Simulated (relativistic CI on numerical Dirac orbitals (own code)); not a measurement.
Cu11+: computed level list

Computed by Dirac-Coulomb-Breit CI, orbitals from a KLI potential per configuration, QED by a radiative potential, unscaled Slater integrals (own radial code, finite nucleus).

Configurations in the expansion (outside the closed core [Ne]): 3s2.3p6, 3s2.3p5.3d, 3s.3p6.3d, 3s2.3p5.4s, 3s2.3p5.4p, 3s2.3p5.4d, 3s.3p6.4s, 3s2.3p5.4f, 3s.3p6.4p, 3s2.3p5.5s, 3s.3p6.4d, 3p6.3d.4p, 3s2.3p5.5p, 3s2.3p5.5d, 3s.3p6.4f, 3s2.3p5.5f, 3s2.3p5.5g, 3s2.3p5.6s, 3s2.3p5.6p, 3s.3p6.5s, 3s2.3p5.6d, 3s.3p6.5p, 3s.3p6.5d, 3p6.3d2, 3p5.3d3, 3p5.3d2.4s, 3p5.3d2.4p, 3p5.3d2.4d, 3p6.3d.4s, 3p5.3d.4s2, 3p5.3d.4s.4p, 3p5.3d.4s.4d. Double excitations out of closed p, d and f shells are left out; levels of such configurations are missing from the list, as are those of other unlisted configurations, and high levels can miss mixing partners. These lack a partner that the ground configuration has and come out too high: 3s2.3p5.4f, 3s2.3p5.5s, 3s2.3p5.5p, 3s2.3p5.5d, 3s2.3p5.5f.

```tsv
No.	Configuration	Term	J	E (eV)	%	Landé g	jj configuration (%)
1	3s2.3p6	1S	0	0.000	100		closed (100)
2	3s2.3p5.3d	3P°	0	61.254	100		3p3/2^3 3d3/2 (100)
3	3s2.3p5.3d	3P°	1	61.826	98	1.486	3p3/2^3 3d3/2 (63)
4	3s2.3p5.3d	3P°	2	63.026	95	1.482	3p3/2^3 3d5/2 (57)
5	3s2.3p5.3d	3F°	4	64.420	100	1.250	3p3/2^3 3d5/2 (100)
6	3s2.3p5.3d	3F°	3	65.041	91	1.086	3p3/2^3 3d3/2 (80)
7	3s2.3p5.3d	3F°	2	66.059	87	0.717	3p3/2^3 3d3/2 (47)
8	3s2.3p5.3d	3D°	3	69.531	64	1.213	3p3/2^3 3d5/2 (97)
9	3s2.3p5.3d	1D°	2	70.268	53	1.015	3p1/2 3p3/2^4 3d3/2 (54)
10	3s2.3p5.3d	3D°	1	70.728	98	0.514	3p1/2 3p3/2^4 3d3/2 (51)
11	3s2.3p5.3d	3D°	2	71.486	56	1.116	3p1/2 3p3/2^4 3d5/2 (68)
12	3s2.3p5.3d	1F°	3	71.909	58	1.116	3p1/2 3p3/2^4 3d5/2 (83)
13	3s2.3p5.3d	1P°	1	92.333	99	0.997	3p3/2^3 3d5/2 (55)
14	3s.3p6.3d	3D	1	120.301	100	0.498	3s 3d3/2 (100)
15	3s.3p6.3d	3D	2	120.497	100	1.166	3s 3d3/2 (63)
16	3s.3p6.3d	3D	3	120.822	100	1.333	3s 3d5/2 (100)
17	3s.3p6.3d	1D	2	127.507	100	0.999	3s 3d5/2 (63)
18	3s2.3p5.4s	3P°	2	178.261	99	1.500	3p3/2^3 4s (99)
19	3s2.3p5.4s	3P°	1	179.197	58	1.291	3p3/2^3 4s (93)
20	3s2.3p5.4s	3P°	0	181.783	99		3p1/2 3p3/2^4 4s (99)
21	3s2.3p5.4s	1P°	1	182.584	58	1.208	3p1/2 3p3/2^4 4s (93)
22	3s2.3p5.4p	3S	1	191.866	90	1.957	3p3/2^3 4p1/2 (49)
23	3s2.3p5.4p	3D	2	194.372	63	1.139	3p3/2^3 4p1/2 (97)
24	3s2.3p5.4p	3D	3	194.832	100	1.333	3p3/2^3 4p3/2 (100)
25	3s2.3p5.4p	3D	1	195.598	44	0.899	3p3/2^3 4p3/2 (47)
26	3s2.3p5.4p	3P	2	196.379	64	1.322	3p3/2^3 4p3/2 (98)
27	3s2.3p5.4p	3D	1	197.950	53	0.763	3p1/2 3p3/2^4 4p1/2 (86)
28	3s2.3p5.4p	3P	0	198.057	95		3p3/2^3 4p3/2 (54)
29	3s2.3p5.4p	1D	2	199.151	35	1.204	3p1/2 3p3/2^4 4p3/2 (97)
30	3s2.3p5.4p	3P	1	199.300	66	1.380	3p1/2 3p3/2^4 4p3/2 (86)
```

Energies count from the lowest computed level; ° marks odd parity. Filled j subshells are mostly left out of the jj labels.

The mean weight of the leading LS term, summed over parents, in these 30 levels is 81 %, and that of the leading jj configuration (from the same eigenvectors) 79 %.

At this charge energies of transitions that change n are usually good to better than 1 %, and those within a shell (Δn = 0) to a few per cent.

LS names give the leading component of a level, which can be under half, so a name can repeat, a term be missing and a line seem to break the LS rules.
